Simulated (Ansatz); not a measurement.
`CCOC[SiH3]` → `COC[SiH2]C`  (isomerisation)

Isolated molecules relaxed with PBE0-D4/def2-TZVP in Ansatz; ΔE leaves out vibrations. CBS: MP2 limit from def2 TZ/QZ plus the TZ coupled-cluster correction, frozen cores. One conformer a species, not always the lowest.

`CCOC[SiH3]`:

Cartesian coordinates in Å:
```
C 0.601 -1.925 0.941
C 0.892 -1.218 -0.367
O -0.092 -0.273 -0.730
C -0.070 0.909 0.034
Si -1.335 2.109 -0.687
H 1.353 -2.696 1.123
H 0.622 -1.239 1.790
H -0.380 -2.403 0.906
H 0.916 -1.941 -1.186
H 1.876 -0.727 -0.327
H -0.308 0.722 1.092
H 0.931 1.371 0.015
H -0.996 2.438 -2.095
H -2.697 1.519 -0.633
H -1.312 3.356 0.125
```

`COC[SiH2]C`:

Z-matrix (Å, degrees):
```
C
O 1 1.400
H 1 1.099 2 111.4
H 1 1.090 2 107.4 3 119.2
H 1 1.099 2 112.3 3 -121.3
C 2 1.415 1 113.0 3 59.0
Si 6 1.903 2 114.7 1 74.3
H 6 1.095 2 106.2 1 -167.1
H 6 1.102 2 110.7 1 -52.0
C 7 1.868 6 110.0 2 49.2
H 7 1.491 6 111.5 2 -73.1
H 7 1.491 6 106.7 2 170.1
H 10 1.093 7 110.7 6 60.8
H 10 1.092 7 111.4 6 -178.6
H 10 1.092 7 110.2 6 -58.4
```

```csv
species,CCSD(T)/CBS(def2) energy (Eh)
`CCOC[SiH3]`,-484.40070
`COC[SiH2]C`,-484.41137
```

Q: Work out ΔE.

A: ΔE = (-484.41137) − (-484.40070) = -0.01067 Eh = -28.0 kJ/mol.

Largest T1 diagnostic among the species: 0.011.

At CCSD(T), def2-SVP lies +14.3 kJ/mol from the extrapolated value and def2-TZVPP +1.3 kJ/mol. In def2-TZVPP, CCSD(T) changes the Hartree–Fock value by −6.2 kJ/mol (the triples alone add −0.8 kJ/mol) and MP2 by −8.2 kJ/mol.
